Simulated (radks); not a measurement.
All-electron atom: the caesium ion Cs3+ in [Kr] 4d10 5s2 5p4. All-electron calculation, Dirac Kohn-Sham, LDA (Slater exchange, Perdew-Wang correlation), spin-unpolarised, spherical densities, finite nucleus; open shells are shared between the two j in proportion to 2j + 1; Fermi nuclear charge, rms radius 4.8041 fm. Program: a radial shooting solver on a logarithmic mesh with Libxc functionals.

Normalised radial functions P(r) = r R(r) (large component), r in bohr:

```
   r/bohr * 5p1/2 (the largest magnitude, 0.848, reaches the edge; | marks zero)
 0.001211                             *
 0.001603                             *
  0.00212                             *
 0.002806                             *
 0.003712                             *
 0.004912                             *
 0.006499                             |*
 0.008599                             |*
  0.01138                             |*
  0.01505                             | *
  0.01992                             |  *
  0.02635                             |   *
  0.03487                             |    *
  0.04614                             |     *
  0.06104                             |     *
  0.08077                             |   *
   0.1069                             |*
   0.1414                        *    |
   0.1871                    *        |
   0.2475                     *       |
   0.3275                            *|
   0.4334                             |         *
   0.5734                             |             *
   0.7587                             |      *
    1.004                    *        |
    1.328      *                      |
    1.757  *                          |
    2.325         *                   |
    3.077                   *         |
    4.071                          *  |
    5.386                            *|
```

5p1/2: eigenvalue -41.178 eV, 3 radial nodes at r = 0.110, 0.333, 0.863 bohr, <r> = 1.86 bohr, 90 % of the charge inside 2.70 bohr.
